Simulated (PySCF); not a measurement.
# Electron correlation in P⁻ (phosphorus, charge -1)

[Ne] 3s2 3p4, high-spin 3P determinant. Computed with PySCF 2.14 in aug-cc-pV(T+d)Z with one added diffuse shell each of s, p, d, f type (7s6p5d3f, 71 functions), with the non-relativistic Hamiltonian (point nucleus). Frozen: [Ne]; 6 electrons correlated.

MP2 pair energies summed by pair of shells (mhartree):

```json
{"pair": "3s-3p", "energy": "-52.98", "share (%)": "46.6"}
{"pair": "3p-3p", "energy": "-49.96", "share (%)": "43.9"}
{"pair": "3s-3s", "energy": "-10.80", "share (%)": "9.5"}
```

Total MP2 correlation energy: -113.74 mhartree.

Same-spin part -26.90 and opposite-spin part -86.84 mhartree; SCS-MP2 scales them by 1/3 and 6/5 to -113.17 mhartree.
